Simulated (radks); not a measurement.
All-electron atom: the vanadium ion V+ in [Ar] 3d4. All-electron calculation, scalar-relativistic Kohn-Sham, PW91, spin-polarised, spherical densities, point nucleus; open shells are filled with parallel spins first. Program: a radial shooting solver on a logarithmic mesh with Libxc functionals.

Normalised radial functions P(r) = r R(r), r in bohr:

r	3p up	3d up	3d down
0.004895	0.0033	0.0000	0.0000
0.006374	0.0054	0.0000	0.0000
0.008367	0.0090	0.0000	0.0000
0.01098	0.0149	0.0001	0.0001
0.0143	0.0241	0.0002	0.0002
0.01877	0.0391	0.0004	0.0004
0.02464	0.0626	0.0010	0.0009
0.03208	0.0970	0.0020	0.0019
0.04211	0.1485	0.0042	0.0040
0.05483	0.2173	0.0084	0.0081
0.07197	0.3074	0.0168	0.0163
0.09447	0.4092	0.0327	0.0318
0.123	0.4990	0.0601	0.0584
0.1615	0.5440	0.1076	0.1046
0.2119	0.4886	0.1823	0.1771
0.276	0.2938	0.2857	0.2773
0.3622	-0.0586	0.4211	0.4084
0.4717	-0.4844	0.5654	0.5474
0.6191	-0.8724	0.6981	0.6750
0.8126	-1.0551	0.7757	0.7510
1.058	-0.9738	0.7733	0.7507
1.389	-0.7022	0.6966	0.6808
1.808	-0.4013	0.5737	0.5711
2.374	-0.1698	0.4235	0.4430
3.116	-0.0504	0.2737	0.3027
4.057	-0.0101	0.1521	0.1733
5.325	-0.0011	0.0676	0.0824
6.99	-0.0001	0.0212	0.0311
9.102	0.0000	0.0043	0.0088

3p up: eigenvalue -48.141 eV, 1 radial node at r = 0.348 bohr, <r> = 1.03 bohr, 90 % of the charge inside 1.60 bohr. 3d up: eigenvalue -9.931 eV, 0 radial nodes, <r> = 1.52 bohr, 90 % of the charge inside 2.70 bohr. 3d down (empty): eigenvalue -6.869 eV, 0 radial nodes, <r> = 1.61 bohr, 90 % of the charge inside 2.90 bohr.
